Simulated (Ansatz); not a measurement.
Gas-phase electronic energies from Ansatz, PBE0-D4/def2-TZVP geometries. CCSD(T)/CBS is the MP2 limit (def2-TZVPP, def2-QZVPP) plus CCSD(T) − MP2 in def2-TZVPP, frozen cores. This one scheme is used for every species. Functionals use def2-TZVPP. One conformer a species, not always the lowest.

Reaction (ligand exchange at the Si–O bond): `B[SiH2]OBF` + HCl → `B[SiH2]Cl` + `OBF`

| species | BLYP energy (Eh) |
| --- | --- |
| `B[SiH2]OBF` | -517.42043 |
| HCl | -460.81404 |
| `B[SiH2]Cl` | -776.95174 |
| `OBF` | -201.28738 |

Q: Work out ΔE.

A: ΔE = (-776.95174) + (-201.28738) − (-517.42043) − (-460.81404) = -0.00465 Eh = -12.2 kJ/mol. CCSD(T)/CBS gives -10.5 kJ/mol.

Largest T1 diagnostic among the species: 0.013.

Leaving LDA and LC-ωPBE aside and taking each functional with its dispersion term where it has one, the values, not all of them listed here, spread over 14.1 kJ/mol, from revPBE-D4 to CAM-B3LYP-D4. LDA lies +5.9 kJ/mol from PBE without D4. From BLYP to BHLYP (50 % exact exchange), in def2-TZVPP and without D4, ΔE moves by +4.1 kJ/mol. At CCSD(T), def2-SVP lies −4.2 kJ/mol from the extrapolated value and def2-TZVPP +2.8 kJ/mol.
